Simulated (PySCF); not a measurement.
PySCF job for SSi, SMILES [Si]=S (connectivity only; charge and spin as stated), charge +1, multiplicity 2, TDA-CAM-B3LYP/def2-TZVPD. The structure is a stationary point at r2SCAN-D4/def2-TZVPD. The multiplicity is an assumed one; other spin states were not compared.

```python
import numpy as np
from pyscf import gto, scf, dft, tdscf

mol = gto.M(
    atom='''
    Si    0.00000000    0.00000000   -1.10875874
    S     0.00000000    0.00000000    0.97016390
    ''',
    basis='def2-TZVPD',
    charge=1,
    spin=1,
    max_memory=1600,
    verbose=4,
)
mf = dft.UKS(mol, xc='cam-b3lyp').density_fit(auxbasis='def2-universal-jkfit')
mf.grids.level = 3
mf.conv_tol = 1e-9
mf.max_cycle = 100
mf.kernel()
fine, coarse = mf.grids, dft.Grids(mol).set(level=1).build(with_non0tab=True)
for _ in range(3):  # follow internal instabilities
    mf.grids = coarse
    mo, _, stable, _ = mf.stability(return_status=True, nroots=4)
    mf.grids = fine
    if stable:
        break
    mf.kernel(mf.make_rdm1(mo, mf.mo_occ))
mf.grids = dft.Grids(mol).set(level=1).build(with_non0tab=True)  # coarser grid for the response kernel
td = tdscf.TDA(mf)
td.nstates = 10
td.conv_tol = 1e-4
td.kernel(x0=td.get_init_guess(mf, 15))
td.analyze()
```

Output:

```
PySCF version 2.14.0

[INPUT] verbose = 4
[INPUT] num. atoms = 2
[INPUT] num. electrons = 29
[INPUT] charge = 1
[INPUT] spin (= nelec alpha-beta = 2S) = 1
[INPUT] symmetry False subgroup None
[INPUT] Mole.unit = angstrom
[INPUT] Symbol           X                Y                Z      unit          X                Y                Z       unit  Magmom
[INPUT]  1 Si     0.000000000000   0.000000000000  -1.108758740000 AA    0.000000000000   0.000000000000  -2.095250356818 Bohr   0.0
[INPUT]  2 S      0.000000000000   0.000000000000   0.970163900000 AA    0.000000000000   0.000000000000   1.833344066940 Bohr   0.0

nuclear repulsion = 57.0178480744623
number of shells = 31
number of NR pGTOs = 141
number of NR cGTOs = 89
basis = def2-TZVPD
ecp = {}


[settings echo left out]
init E= -687.584711051629
  alpha nocc = 15  HOMO = -0.289716095644319  LUMO = -0.0875441366012569
  beta  nocc = 14  HOMO = -0.334374623576258  LUMO = -0.289716095644309

WARN: HOMO -0.289716095644319 >= LUMO -0.289716095644309

cycle= 1 E= -687.208408751205  delta_E= 0.376  |g|= 0.352  |ddm|= 0.935
  alpha nocc = 15  HOMO = -0.566590619902704  LUMO = -0.360322870672763
  beta  nocc = 14  HOMO = -0.555497661035091  LUMO = -0.478885238529312
  HOMO = -0.555497661035  LUMO = -0.478885238529  gap/eV = 2.08473
cycle= 2 E= -686.761862217984  delta_E= 0.447  |g|= 0.906  |ddm|= 1.17
  alpha nocc = 15  HOMO = -0.601026958480396  LUMO = -0.328485365390779
  beta  nocc = 14  HOMO = -0.594431286434678  LUMO = -0.467260683540683
  HOMO = -0.594431286435  LUMO = -0.467260683541  gap/eV = 3.46049
cycle= 3 E= -687.327109662922  delta_E= -0.565  |g|= 0.0683  |ddm|= 0.71
  alpha nocc = 15  HOMO = -0.58580515774232  LUMO = -0.302672102702502
  beta  nocc = 14  HOMO = -0.579304009541738  LUMO = -0.434894569819491
  HOMO = -0.579304009542  LUMO = -0.434894569819  gap/eV = 3.92958
cycle= 4 E= -687.329472586484  delta_E= -0.00236  |g|= 0.0264  |ddm|= 0.0773
[...]
method = DFUKS
initial guess = minao
damping factor = 0
level_shift factor = 0
DIIS = <class 'pyscf.scf.diis.CDIIS'>
diis_start_cycle = 1
diis_space = 8
diis_damp = 0
SCF conv_tol = 1e-09
SCF conv_tol_grad = None
SCF max_cycles = 100
direct_scf = False
number electrons alpha = 15  beta = 14
XC library pyscf.dft.libxc version 7.1.2
    S. Lehtola, C. Steigemann, M. J. T. Oliveira, and M. A. L. Marques,  SoftwareX 7, 1–5 (2018)
XC functionals = cam-b3lyp
    T. Yanai, D. P. Tew, and N. C. Handy,  Chem. Phys. Lett. 393, 51 (2004)
radial grids:
    Treutler-Ahlrichs [JCP 102, 346 (1995); DOI:10.1063/1.469408] (M4) radial grids

becke partition: Becke, JCP 88, 2547 (1988); DOI:10.1063/1.454033
pruning grids: <function nwchem_prune>
grids dens level: 3
symmetrized grids: False
atomic radii adjust function: <function treutler_atomic_radii_adjust>
small_rho_cutoff = 0
Set gradient conv threshold to 3.16228e-05
init E= -687.332397884639
  alpha nocc = 15  HOMO = -0.607272308250415  LUMO = -0.28927944908832
  beta  nocc = 14  HOMO = -0.598142394950471  LUMO = -0.420784923529531
  HOMO = -0.59814239495  LUMO = -0.42078492353  gap/eV = 4.82614
cycle= 1 E= -687.338059101803  delta_E= -0.00566  |g|= 0.0881  |ddm|= 0.202
  alpha nocc = 15  HOMO = -0.580507970572289  LUMO = -0.302355768752547
  beta  nocc = 14  HOMO = -0.571477243151375  LUMO = -0.400231604395103
  HOMO = -0.571477243151  LUMO = -0.400231604395  gap/eV = 4.65983
cycle= 2 E= -687.336145982708  delta_E= 0.00191  |g|= 0.116  |ddm|= 0.208
  alpha nocc = 15  HOMO = -0.601061401286568  LUMO = -0.296061531782112
  beta  nocc = 14  HOMO = -0.590556265750636  LUMO = -0.409839644841828
  HOMO = -0.590556265751  LUMO = -0.409839644842  gap/eV = 4.91755
cycle= 3 E= -687.344615123196  delta_E= -0.00847  |g|= 0.0133  |ddm|= 0.11
  alpha nocc = 15  HOMO = -0.603500687172859  LUMO = -0.296113243422762
  beta  nocc = 14  HOMO = -0.59235208820463  LUMO = -0.410011933700336
  HOMO = -0.592352088205  LUMO = -0.4100119337  gap/eV = 4.96173
cycle= 4 E= -687.345502197368  delta_E= -0.000887  |g|= 0.0102  |ddm|= 0.0401
  alpha nocc = 15  HOMO = -0.604029219361688  LUMO = -0.295042504134861
  beta  nocc = 14  HOMO = -0.591890131490692  LUMO = -0.406914966328696
  HOMO = -0.591890131491  LUMO = -0.406914966329  gap/eV = 5.03343
cycle= 5 E= -687.346798468988  delta_E= -0.0013  |g|= 0.00808  |ddm|= 0.0693
  alpha nocc = 15  HOMO = -0.603999333308793  LUMO = -0.295075633683517
  beta  nocc = 14  HOMO = -0.592221402084905  LUMO = -0.405222515878975
  HOMO = -0.592221402085  LUMO = -0.405222515879  gap/eV = 5.08850
cycle= 6 E= -687.347778554853  delta_E= -0.00098  |g|= 0.0067  |ddm|= 0.0614
  alpha nocc = 15  HOMO = -0.602613708496182  LUMO = -0.294622049873975
  beta  nocc = 14  HOMO = -0.592753989804749  LUMO = -0.403181176914853
  HOMO = -0.592753989805  LUMO = -0.403181176915  gap/eV = 5.15854
cycle= 7 E= -687.348777581811  delta_E= -0.000999  |g|= 0.00541  |ddm|= 0.0777
  alpha nocc = 15  HOMO = -0.601955971862102  LUMO = -0.294319943280798
  beta  nocc = 14  HOMO = -0.593123304452438  LUMO = -0.40440636970202
  HOMO = -0.593123304452  LUMO = -0.404406369702  gap/eV = 5.13525
cycle= 8 E= -687.349466991354  delta_E= -0.000689  |g|= 0.00358  |ddm|= 0.0737
  alpha nocc = 15  HOMO = -0.600711938553131  LUMO = -0.29410777671825
  beta  nocc = 14  HOMO = -0.593606818715106  LUMO = -0.400899739830816
  HOMO = -0.593606818715  LUMO = -0.400899739831  gap/eV = 5.24383
cycle= 9 E= -687.349842034138  delta_E= -0.000375  |g|= 0.0035  |ddm|= 0.0732
  alpha nocc = 15  HOMO = -0.60166163618629  LUMO = -0.29429772911894
  beta  nocc = 14  HOMO = -0.593367626111693  LUMO = -0.405208077193354
  HOMO = -0.593367626112  LUMO = -0.405208077193  gap/eV = 5.12008
cycle= 10 E= -687.349867081188  delta_E= -2.5e-05  |g|= 0.0019  |ddm|= 0.00867
  alpha nocc = 15  HOMO = -0.600950807253879  LUMO = -0.294045194019343
  beta  nocc = 14  HOMO = -0.593762909893404  LUMO = -0.402646008966705
  HOMO = -0.593762909893  LUMO = -0.402646008967  gap/eV = 5.20056
cycle= 11 E= -687.349955381736  delta_E= -8.83e-05  |g|= 0.00218  |ddm|= 0.0386
  alpha nocc = 15  HOMO = -0.601144904906248  LUMO = -0.294112192928798
  beta  nocc = 14  HOMO = -0.593607352705741  LUMO = -0.403398797840236
  HOMO = -0.593607352706  LUMO = -0.40339879784  gap/eV = 5.17584
cycle= 12 E= -687.349980013608  delta_E= -2.46e-05  |g|= 0.000929  |ddm|= 0.0184
  alpha nocc = 15  HOMO = -0.601474083416205  LUMO = -0.294186834281467
  beta  nocc = 14  HOMO = -0.59356024155582  LUMO = -0.404723717863526
  HOMO = -0.593560241556  LUMO = -0.404723717864  gap/eV = 5.13850
cycle= 13 E= -687.349984960132  delta_E= -4.95e-06  |g|= 0.000355  |ddm|= 0.00731
  alpha nocc = 15  HOMO = -0.601360375360944  LUMO = -0.294152728244516
  beta  nocc = 14  HOMO = -0.593588888957106  LUMO = -0.404294103852177
  HOMO = -0.593588888957  LUMO = -0.404294103852  gap/eV = 5.15097
cycle= 14 E= -687.349986181478  delta_E= -1.22e-06  |g|= 0.000176  |ddm|= 0.0061
  alpha nocc = 15  HOMO = -0.601392234108594  LUMO = -0.294171842215518
  beta  nocc = 14  HOMO = -0.593574696413611  LUMO = -0.404421004055436
  HOMO = -0.593574696414  LUMO = -0.404421004055  gap/eV = 5.14713
cycle= 15 E= -687.349986303597  delta_E= -1.22e-07  |g|= 5.84e-05  |ddm|= 0.00127
  alpha nocc = 15  HOMO = -0.601398736264613  LUMO = -0.294172892672232
  beta  nocc = 14  HOMO = -0.593564932556256  LUMO = -0.404460846779045
  HOMO = -0.593564932556  LUMO = -0.404460846779  gap/eV = 5.14578
cycle= 16 E= -687.349986325486  delta_E= -2.19e-08  |g|= 2.57e-05  |ddm|= 0.000325
  alpha nocc = 15  HOMO = -0.60139591978745  LUMO = -0.294175945115654
  beta  nocc = 14  HOMO = -0.593561799065  LUMO = -0.40444091997038
  HOMO = -0.593561799065  LUMO = -0.40444091997  gap/eV = 5.14624
cycle= 17 E= -687.349986330036  delta_E= -4.55e-09  |g|= 1.45e-05  |ddm|= 0.000129
  alpha nocc = 15  HOMO = -0.601397371334848  LUMO = -0.294176681367773
  beta  nocc = 14  HOMO = -0.59355984838692  LUMO = -0.404449884184558
  HOMO = -0.593559848387  LUMO = -0.404449884185  gap/eV = 5.14594
cycle= 18 E= -687.34998633344  delta_E= -3.4e-09  |g|= 7.54e-06  |ddm|= 0.000197
  alpha nocc = 15  HOMO = -0.601396283774118  LUMO = -0.294177072056225
  beta  nocc = 14  HOMO = -0.593558199309435  LUMO = -0.404445319121695
  HOMO = -0.593558199309  LUMO = -0.404445319122  gap/eV = 5.14602
cycle= 19 E= -687.349986334016  delta_E= -5.76e-10  |g|= 4.05e-06  |ddm|= 5.7e-05
  alpha nocc = 15  HOMO = -0.601396533419863  LUMO = -0.294177056476625
  beta  nocc = 14  HOMO = -0.593558959828917  LUMO = -0.404446017553823
  HOMO = -0.593558959829  LUMO = -0.404446017554  gap/eV = 5.14603
Extra cycle  E= -687.349986334085  delta_E= -6.89e-11  |g|= 3.35e-06  |ddm|= 1.02e-05
converged SCF energy = -687.349986334085  <S^2> = 0.75483307  2S+1 = 2.0048272
uhf_internal: lowest eigs of H = [9.20240346e-06 3.28451307e-02 1.58708639e-01 1.68891756e-01]
<class 'pyscf.df.df_jk.DFUKS'> wavefunction is stable in the internal stability analysis
tot grids = 12728


******** <class 'pyscf.tdscf.uks.TDA'> for <class 'pyscf.df.df_jk.DFUKS'> ********
nstates = 10
deg_eia_thresh = 1.000e-03
wfnsym = None
conv_tol = 0.0001
eigh lindep = 1e-12
eigh level_shift = 0
eigh max_cycle = 100


Excitation energies (eV)
[0.08888761 0.60318381 3.08452777 3.26053621 3.64276969 3.9433226
 4.37906047 4.65761162 4.72177138 4.83433663]

** Excitation energies and oscillator strengths **
Excited State   1:      0.08889 eV  13948.42 nm  f=0.0000
      14b ->   15b     -0.98817
      14b ->   17b      0.13431
Excited State   2:      0.60318 eV   2055.50 nm  f=0.0009
      12b ->   15b      0.10871
      13b ->   15b     -0.98612
Excited State   3:      3.08453 eV    401.96 nm  f=0.0012
      15a ->   16a     -0.79088
      12b ->   15b      0.26533
      13b ->   17b      0.52968
Excited State   4:      3.26054 eV    380.26 nm  f=0.0000
      15a ->   17a      0.66649
      13b ->   16b     -0.72674
Excited State   5:      3.64277 eV    340.36 nm  f=0.0009
      13a ->   16a      0.10030
      14a ->   17a      0.61348
      14b ->   16b     -0.77206
Excited State   6:      3.94332 eV    314.42 nm  f=0.0000
      14a ->   16a      0.92722
      14b ->   17b     -0.34719
Excited State   7:      4.37906 eV    283.13 nm  f=0.0000
      13a ->   17a     -0.11011
      14a ->   16a      0.36054
      14b ->   15b      0.11863
      14b ->   17b      0.91372
Excited State   8:      4.65761 eV    266.20 nm  f=0.0278
      15a ->   17a     -0.72510
      13b ->   16b     -0.66882
Excited State   9:      4.72177 eV    262.58 nm  f=0.0284
      12a ->   16a     -0.10122
      15a ->   16a      0.58054
      12b ->   15b      0.16551
      13b ->   17b      0.77518
Excited State  10:      4.83434 eV    256.47 nm  f=0.0065
      13a ->   16a      0.72149
      14a ->   17a     -0.57696
      14b ->   16b     -0.36339

** Transition electric dipole moments (AU) **
state          X           Y           Z        Dip. S.      Osc.
  1         0.0000     -0.0000      0.0000      0.0000      0.0000
  2        -0.1464     -0.2009     -0.0001      0.0618      0.0009
  3        -0.0741     -0.1017      0.0000      0.0158      0.0012
  4        -0.0072      0.0053      0.0000      0.0001      0.0000
  5        -0.0000     -0.0000      0.0987      0.0097      0.0009
  6        -0.0000      0.0000      0.0000      0.0000      0.0000
  7        -0.0000      0.0000     -0.0000      0.0000      0.0000
  8        -0.3990      0.2907     -0.0000      0.2438      0.0278
  9         0.2916      0.4002      0.0001      0.2451      0.0284
 10        -0.0001     -0.0002      0.2344      0.0549      0.0065

** Transition velocity dipole moments (imaginary part, AU) **
state          X           Y           Z        Dip. S.      Osc.
  1         0.0000     -0.0000      0.0000      0.0000      0.0000
  2         0.0121      0.0166      0.0000      0.0004      0.0127
  3         0.0023      0.0032     -0.0000      0.0000      0.0001
  4        -0.0005      0.0004     -0.0000      0.0000      0.0000
  5         0.0000      0.0000     -0.0065      0.0000      0.0002
  6         0.0000     -0.0000     -0.0000      0.0000      0.0000
  7        -0.0000      0.0000      0.0000      0.0000      0.0000
  8        -0.0137      0.0100     -0.0000      0.0003      0.0011
  9         0.0126      0.0173     -0.0000      0.0005      0.0018
 10        -0.0000     -0.0000     -0.0145      0.0002      0.0008

** Transition magnetic dipole moments (imaginary part, AU) **
state          X           Y           Z
  1         0.0000      0.0000      1.0045
  2        -0.2018      0.1470     -0.0000
  3         0.0315     -0.0229      0.0000
  4        -0.0445     -0.0611     -0.0000
  5        -0.0000      0.0000      0.0000
  6        -0.0000     -0.0000     -0.0390
  7        -0.0000     -0.0000      0.0050
  8        -0.9110     -1.2503     -0.0000
  9        -1.3389      0.9756      0.0000
 10         0.0006     -0.0004      0.0000
```

The calculation finished and met its thresholds.

Cost: about 60 core-seconds (a rough figure).
